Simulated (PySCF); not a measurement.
Gas-phase reaction: 2 Sb + 3 C₄H₈ (cyclic) = 2 Sb(CH₃)₃ + 3 C₂H₂ (acetylene), at 1400 K and a standard pressure of 1 bar. Level: PBE/def2-TZVP†.

Computed with PySCF and rigid-rotor harmonic-oscillator thermochemistry at 1 bar. † marks an energy on the PBE0/def2-TZVP geometry and frequencies. Open shells (unrestricted): Sb (multiplicity 4); the rest are closed-shell singlets. Sb: scalar-relativistic def2 core potential, no spin-orbit coupling. The harmonic model lacks anharmonicity and excited electronic states, which grow with temperature; levels with a mode under 35 cm⁻¹ are left out. Soft modes under 120 cm⁻¹ make the harmonic entropy rough for Sb(CH₃)₃.

```json
[
 {"species": "Sb", "E (Ha)": "-240.20743", "H(1400 K) − E (kJ/mol)": "29.1", "S°(1400 K) (J/mol/K)": "212.4"},
 {"species": "C₄H₈ (cyclic)", "E (Ha)": "-157.03988", "H(1400 K) − E (kJ/mol)": "491.8", "S°(1400 K) (J/mol/K)": "493.9"},
 {"species": "Sb(CH₃)₃", "E (Ha)": "-359.84728", "H(1400 K) − E (kJ/mol)": "529.9", "S°(1400 K) (J/mol/K)": "642.8"},
 {"species": "C₂H₂ (acetylene)", "E (Ha)": "-77.25101", "H(1400 K) − E (kJ/mol)": "149.1", "S°(1400 K) (J/mol/K)": "290.5"}
]
```
E: electronic energy; H − E holds the zero-point and thermal terms. 1 Ha = 2625.5 kJ/mol.

Question: Work out ΔH°, ΔS°, ΔG° and log10 K from these numbers.

Answer: 1. ΔE = 2×(-359.84728) + 3×(-77.25101) − 2×(-240.20743) − 3×(-157.03988) = 0.08691 Ha = 228.2 kJ.
2. Δ(H − E) = 2×(529.9) + 3×(149.1) − 2×(29.1) − 3×(491.8) = -26.5 kJ, so ΔH° = 201.7 kJ.
3. ΔS° = 2×(642.8) + 3×(290.5) − 2×(212.4) − 3×(493.9) = 250.6 J/K; the number of gas molecules stays the same.
4. ΔG° = ΔH° − TΔS° = 201.7 − 1400×(250.6)/1000 = -149.1 kJ.
5. log10 K = −ΔG°/(RT ln 10) = 5.56, with RT ln 10 = 26.80 kJ/mol; at standard pressures the products are favoured.
6. A shift of 10 kJ in ΔE would move log10 K by 0.37 here.
For scale, ΔH°(298 K) is 160 kJ at this level, 164 kJ at ωB97M-V/def2-TZVP†, and runs from 13 to 421 kJ over the 16 levels computed.
